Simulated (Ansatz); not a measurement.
Steps of a relaxation of CH$_{6}$AlNOSSi with RKS PBE0-D4/def2-TZVP.

```sh
$ ansatz run in.yaml --threads 2 --pin off --events-out ev --progress --plain --max-ram 32768MiB --backend cuda --devices 0, --max-vram 18GiB
```

```yaml
crystal:
  periodic: [false, false, false]
  atoms:
    - {symbol: N, position_ang: [0.057100, -1.173080, 0.364313]}
    - {symbol: C, position_ang: [1.347677, -0.458492, 0.556094]}
    - {symbol: S, position_ang: [2.748703, -1.306296, 0.650325]}
    - {symbol: O, position_ang: [1.208917, 0.839220, 0.620344]}
    - {symbol: Si, position_ang: [-0.201744, 1.758380, -0.036751]}
    - {symbol: Al, position_ang: [-1.236364, -0.260723, -1.029667]}
    - {symbol: H, position_ang: [0.284438, -2.166808, 0.203517]}
    - {symbol: H, position_ang: [-0.481902, -1.133873, 1.248359]}
    - {symbol: H, position_ang: [-0.771530, 2.401847, 1.205643]}
    - {symbol: H, position_ang: [0.478931, 2.864479, -0.798199]}
    - {symbol: H, position_ang: [-0.681701, -0.703102, -2.466288]}
    - {symbol: H, position_ang: [-2.675725, -0.716852, -0.483691]}
basis:
  gaussian: {orbitals: def2-TZVP}
hamiltonian: {xc: pbe0, dispersion: d4}
relax: {f_tol: 0.005, max_steps: 150}
```

Positions (Å) and forces (eV/Å) along the path, 10 of 11 steps:

```xyz
12
step=1 energy=-29970.1382 eV
N     0.057   -1.173    0.364    0.266   -0.228    0.384
C     1.348   -0.458    0.556   -0.092    0.202   -0.034
S     2.749   -1.306    0.650   -0.729    0.446   -0.052
O     1.209    0.839    0.620   -0.377   -0.539   -0.240
Si   -0.202    1.758   -0.037    0.507   -0.129    0.298
Al   -1.236   -0.261   -1.030    0.075   -0.075    0.051
H     0.284   -2.167    0.204   -0.105    0.617    0.078
H    -0.482   -1.134    1.248    0.340    0.034   -0.513
H    -0.772    2.402    1.206    0.140   -0.150   -0.257
H     0.479    2.864   -0.798   -0.126   -0.255    0.169
H    -0.682   -0.703   -2.466   -0.068    0.041    0.173
H    -2.676   -0.717   -0.484    0.170    0.036   -0.057
12
step=2 energy=-29970.1906 eV
N     0.054   -1.159    0.360    0.194   -0.035    0.126
C     1.332   -0.449    0.547   -0.023   -0.077    0.047
S     2.723   -1.293    0.641   -0.284    0.187   -0.045
O     1.197    0.837    0.624   -0.328   -0.048   -0.196
Si   -0.200    1.743   -0.034    0.407   -0.085    0.213
Al   -1.229   -0.258   -1.028    0.024   -0.071    0.044
H     0.281   -2.142    0.203   -0.041    0.175    0.002
H    -0.477   -1.114    1.236    0.078    0.031   -0.160
H    -0.758    2.378    1.201    0.012   -0.032   -0.075
H     0.485    2.833   -0.786   -0.048   -0.055    0.033
H    -0.680   -0.707   -2.450   -0.004    0.007    0.018
H    -2.652   -0.723   -0.481    0.013    0.004   -0.008
12
step=3 energy=-29970.2015 eV
N     0.054   -1.155    0.362    0.052    0.031    0.090
C     1.320   -0.447    0.556    0.057   -0.140   -0.208
S     2.710   -1.281    0.617    0.008    0.013    0.050
O     1.186    0.835    0.625   -0.151    0.153    0.018
Si   -0.186    1.739   -0.029    0.095   -0.083    0.057
Al   -1.224   -0.263   -1.020    0.005    0.043   -0.017
H     0.280   -2.133    0.202    0.003   -0.040   -0.013
H    -0.482   -1.109    1.229   -0.061    0.008    0.024
H    -0.757    2.372    1.193   -0.011    0.025    0.015
H     0.492    2.825   -0.782    0.009    0.017   -0.010
H    -0.671   -0.709   -2.440    0.003   -0.016   -0.015
H    -2.645   -0.729   -0.479   -0.009   -0.009    0.008
12
step=4 energy=-29970.2022 eV
N     0.054   -1.159    0.361    0.026    0.034   -0.050
C     1.318   -0.448    0.533    0.030   -0.159    0.200
S     2.708   -1.276    0.621    0.048    0.004   -0.066
O     1.176    0.833    0.625    0.004    0.107   -0.033
Si   -0.182    1.740   -0.023   -0.044   -0.027   -0.036
Al   -1.221   -0.262   -1.021   -0.033    0.040   -0.023
H     0.277   -2.137    0.206   -0.004   -0.040   -0.015
H    -0.480   -1.102    1.229   -0.025    0.016    0.023
H    -0.757    2.377    1.196   -0.006    0.012    0.018
H     0.495    2.826   -0.776    0.008    0.019   -0.015
H    -0.669   -0.715   -2.439    0.004   -0.004   -0.007
H    -2.642   -0.732   -0.478   -0.008   -0.004    0.002
12
step=5 energy=-29970.2041 eV
N     0.054   -1.158    0.362    0.042    0.004    0.031
C     1.320   -0.449    0.544    0.020   -0.091    0.007
S     2.712   -1.277    0.616   -0.004    0.021   -0.012
O     1.179    0.834    0.626   -0.022    0.041    0.007
Si   -0.183    1.738   -0.023    0.006   -0.004   -0.005
Al   -1.222   -0.261   -1.022   -0.017    0.022   -0.015
H     0.277   -2.137    0.205   -0.007   -0.004   -0.004
H    -0.484   -1.104    1.228   -0.014    0.009   -0.006
H    -0.756    2.378    1.196   -0.005    0.002    0.001
H     0.494    2.825   -0.779    0.001    0.004   -0.005
H    -0.670   -0.715   -2.441    0.001   -0.001    0.001
H    -2.643   -0.731   -0.480    0.000   -0.003    0.001
12
step=6 energy=-29970.2044 eV
N     0.055   -1.158    0.363    0.033   -0.005    0.031
C     1.320   -0.450    0.546    0.002   -0.047   -0.016
S     2.714   -1.275    0.613   -0.003    0.015   -0.004
O     1.178    0.834    0.628   -0.008    0.017    0.015
Si   -0.183    1.738   -0.023    0.001    0.002   -0.002
Al   -1.222   -0.259   -1.022   -0.010    0.011   -0.013
H     0.276   -2.138    0.205   -0.007    0.001   -0.001
H    -0.485   -1.103    1.228   -0.008    0.008   -0.008
H    -0.757    2.379    1.195   -0.002    0.001   -0.002
H     0.495    2.825   -0.779    0.000   -0.001   -0.001
H    -0.670   -0.715   -2.441   -0.001    0.000    0.001
H    -2.643   -0.732   -0.480    0.002   -0.001    0.001
12
step=7 energy=-29970.2048 eV
N     0.055   -1.161    0.372   -0.006    0.005   -0.016
C     1.317   -0.452    0.544    0.015   -0.006    0.001
S     2.718   -1.268    0.583   -0.008    0.001   -0.002
O     1.169    0.830    0.642    0.011    0.007    0.006
Si   -0.183    1.737   -0.022    0.013   -0.005    0.018
Al   -1.219   -0.260   -1.027   -0.001    0.005    0.010
H     0.270   -2.143    0.221   -0.003   -0.002    0.002
H    -0.491   -1.091    1.231   -0.001   -0.003    0.000
H    -0.762    2.381    1.192   -0.011    0.004   -0.007
H     0.503    2.819   -0.775   -0.005    0.005   -0.007
H    -0.663   -0.712   -2.444   -0.001   -0.008    0.001
H    -2.638   -0.736   -0.482   -0.004   -0.003   -0.006
12
step=9 energy=-29970.2050 eV
N     0.056   -1.161    0.370   -0.008   -0.006   -0.010
C     1.318   -0.452    0.546    0.008    0.001    0.002
S     2.719   -1.267    0.580   -0.003   -0.003   -0.001
O     1.169    0.830    0.649   -0.002    0.005    0.006
Si   -0.181    1.737   -0.020   -0.008    0.000    0.005
Al   -1.220   -0.259   -1.024    0.003    0.004    0.002
H     0.272   -2.142    0.215    0.001    0.000    0.002
H    -0.490   -1.096    1.230    0.002    0.002    0.003
H    -0.767    2.388    1.188    0.004   -0.005   -0.006
H     0.506    2.816   -0.777    0.002    0.004   -0.003
H    -0.665   -0.715   -2.441    0.001   -0.002    0.000
H    -2.640   -0.734   -0.483    0.000    0.000    0.001
12
step=10 energy=-29970.2050 eV
N     0.056   -1.161    0.370   -0.004   -0.001   -0.003
C     1.318   -0.452    0.545    0.005    0.002    0.001
S     2.719   -1.267    0.579   -0.001   -0.002   -0.001
O     1.169    0.831    0.650   -0.002    0.000    0.002
Si   -0.181    1.737   -0.020   -0.003   -0.001    0.002
Al   -1.219   -0.259   -1.024    0.002    0.000    0.000
H     0.271   -2.142    0.215    0.001    0.000    0.000
H    -0.490   -1.096    1.230    0.001    0.001    0.001
H    -0.767    2.387    1.188    0.001   -0.001   -0.002
H     0.506    2.817   -0.776    0.001    0.001   -0.001
H    -0.665   -0.717   -2.441    0.000   -0.001    0.000
H    -2.639   -0.734   -0.482   -0.001    0.001    0.000
12
step=11 energy=-29970.2050 eV
N     0.056   -1.161    0.370    0.001   -0.001    0.003
C     1.318   -0.452    0.545   -0.002    0.000   -0.002
S     2.719   -1.267    0.577    0.001   -0.001    0.000
O     1.168    0.830    0.651    0.002    0.000    0.002
Si   -0.181    1.737   -0.020   -0.001   -0.001   -0.002
Al   -1.219   -0.259   -1.025   -0.001    0.002   -0.003
H     0.271   -2.142    0.215    0.000    0.002    0.000
H    -0.490   -1.095    1.231    0.000   -0.001   -0.001
H    -0.768    2.387    1.187    0.000    0.000    0.000
H     0.507    2.817   -0.776    0.000    0.001    0.000
H    -0.665   -0.718   -2.441    0.000    0.000    0.002
H    -2.639   -0.733   -0.483    0.000    0.000    0.000
```

It took 98 s on 2 threads of an AMD EPYC 7R13 on a shared host and a share of an NVIDIA H100 80 GB, with 0.95 GiB of host memory at the peak.
